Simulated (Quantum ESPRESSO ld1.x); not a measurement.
Excited configurations of Cr13+: one electron is placed in a higher orbital outside [Ne]. The ground configuration is [Ne] 3s1. All-electron calculation, scalar-relativistic Kohn-Sham, LDA (Slater exchange, Perdew-Zunger correlation), spin-polarised, spherical densities, point nucleus; open shells are filled with parallel spins first. Program: ld1.x of Quantum ESPRESSO 7.5. Excitation = E - E(ground); binding = E(ion) - E, where the ion is the core of charge +14; n* = 14/sqrt(2 binding) in atomic units. These energies are relativistic, and a one-electron ion of charge +14 with no core already has n* below n in this formula (scalar-relativistic equation, point nucleus: 3d 2.999, 4d 3.999, 4f 3.999, 5p 4.997, 5f 4.999, 7p 6.997, 7f 6.999). The quantum defect is therefore taken as that value minus n*, so that it holds no relativistic shift of the bare ion.

| outer orbital | excitation (eV) | binding (eV) | n* | quantum defect | eigenvalue (eV) | <r> (bohr) |
|---|---|---|---|---|---|---|
| 3d | 72.674 | 312.63 | 2.921 | 0.079 | -297.92 | 0.6933 |
| 4d | 210.14 | 175.16 | 3.902 | 0.097 | -168.75 | 1.420 |
| 5p | 266.42 | 118.88 | 4.736 | 0.261 | -115.25 | 2.344 |
| 5f | 277.50 | 107.80 | 4.974 | 0.026 | -103.96 | 2.222 |
| 7p | 326.31 | 58.992 | 6.723 | 0.274 | -57.311 | 4.795 |
| 7f | 330.09 | 55.213 | 6.950 | 0.049 | -53.504 | 4.765 |

Estimate the row for 4f.

Answer. excitation (eV) 217.82; binding (eV) 167.48; n* 3.990; quantum defect 0.009; eigenvalue (eV) -160.50; <r> (bohr) 1.271. The Delta-SCF ionisation energy is 385.30 eV (NIST Atomic Spectra Database: 384.16 eV, semi-empirical). Self-interaction in the functional shifts the binding energies and quantum defects, so they are the method's values and not measured ones.
